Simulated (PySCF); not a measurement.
**Sound and unsound settings**

Molecule: SMILES N1=CC(C#C)=CS1, C₅H₃NS; geometry GFN2-xTB.

Bonds (- single, = double, # triple, : aromatic): C1#C2 1.200 Å, C2-C3 1.407 Å, C3:C4 1.421 Å, C4:N5 1.301 Å, N5:S6 1.632 Å, S6:C7 1.710 Å, C7:C3 1.374 Å. C1 carries H8; C4 carries H9; C7 carries H10.

All runs: PySCF, non-relativistic, gas phase unless a solvent (IEF-PCM) is named; grid level 2, GIAOs and SCF threshold 1e-9 unless changed. The yardstick, PBE0/pcSseg-1, gives these isotropic shieldings σ (ppm, equivalent atoms averaged): C4 22.7, C7 23.4, N5 -78.5, S6 111.0, H10 23.06, H9 23.12, H8 28.79.

Problem. What do these inputs give? (1) HCTH407/aug-cc-pVDZ; (2) PBE0/IGLO-II; guess 1e; max_cycle 75; scale 1.1; altered: scale 1.1; (3) solvent benzene; wB97X/cc-pVDZ; conv 1e-08; damp 0.1

Solution. 
```
run    outcome  functions  wall time     C4     C7      N5      S6    H10     H9     H8
  1  converged        192       85 s   44.5   46.4   -34.4   192.8  23.16  23.13  29.16
  2  converged        185       62 s  -18.3  -29.2  -209.3  -103.1  20.20  20.35  25.66
  3  converged        117       45 s   44.3   39.7   -46.4   200.4  22.91  23.34  28.99
```

Times are on 1 thread of an Intel Xeon, shared host.

Problem. Comment on the technical settings and failures.

Solution. 
- Run 2: The orbital basis differs from the yardstick's, which in itself moves the values. All coordinates were scaled by 1.1, as happens with a wrong length unit or a careless edit. The starting guess, cycle limit change the path of the SCF (22 cycles), not the solution, provided the same state is reached.
- Run 3: The functional and orbital basis and medium differ from the yardstick's, which in itself moves the values. The damping changes the path of the SCF (14 cycles), not the solution, provided the same state is reached.

Run 2 was set up unsoundly or failed; its numbers aren't to be quoted as properties of the molecule.
